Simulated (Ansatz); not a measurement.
**Two structures, one formula**

The two ends of one reaction step of SiH2BrClF2, closed shell (PBE0-D4/def2-TZVP).

A:

```
7
angstrom
Si -0.6034 0.3868 -0.9007
Cl 1.2994 -1.7125 2.2004
F 0.3066 -0.7491 -1.5012
F -1.6925 -0.2841 0.0176
H -1.2485 1.1395 -1.9798
H 1.2956 -0.4850 1.8282
Br 0.6428 1.7044 0.3355
```

B:

Si1  (-0.387, -0.634, -0.789)
Cl2  (1.025, -1.434, 0.424)
F3  (-0.788, -1.721, -1.860)
F4  (-1.670, -0.318, 0.069)
H5  (0.096, 0.571, -1.462)
H6  (1.103, 1.161, 2.092)
Br7  (0.623, 2.374, 1.526)
(Å)

Program: Ansatz 0.2.0. Basis: def2-TZVPP. Cores are frozen in the correlated methods. Filled d shells of the heavier atoms are correlated. The def2 sets are not built for correlating such inner shells, so the correlated values are less sure here. B3LYP uses VWN-RPA correlation.

Task: Which structure is lower at CCSD(T), and by how much? (To be estimated.)

Result: By the calculation: B, by 2.51 kcal/mol (electronic energy, against the other). By their contacts, A is a complex of SiHBrF₂ ([F][SiH]([F])[Br]) + HCl and B is a complex of SiHClF₂ ([F][SiH]([F])[Cl]) + HBr.

All methods give the same order:

| method | E(B) − E(A) (kcal/mol) |
| --- | --- |
| SPW92 | -2.02 |
| PBE-D4 | -1.77 |
| BLYP-D4 | -2.33 |
| r2SCAN-D4 | -2.42 |
| B97M-V | -3.19 |
| PBE0-D4 | -2.01 |
| B3LYP-D4 | -2.48 |
| r2SCAN0-D4 | -2.47 |
| BHLYP-D4 | -2.72 |
| CAM-B3LYP-D4 | -2.87 |
| wB97X-V | -2.71 |
| wB97M-V | -2.69 |
| B2PLYP | -2.47 |
| PBE-QIDH | -2.19 |
| RPA on PBE | -2.71 |
| HF | -3.14 |
| MP2 | -2.23 |
| CCSD | -2.61 |
| CCSD(T) | -2.51 |

T1 diagnostic: at most 0.010.

Labels in which every atom is bracketed show which atoms are joined, not bond orders.

For scale, one of the runs: CCSD(T)/def2-TZVPP, 222 basis functions, launched by `ansatz run in.yaml --threads 8 --pin off --events-out ev --progress --plain --max-ram 19148MiB`. Time: 74 s of wall clock on 8 CPU threads of an Arm Neoverse V2; the host was shared. Peak host memory: 3.6 GiB.
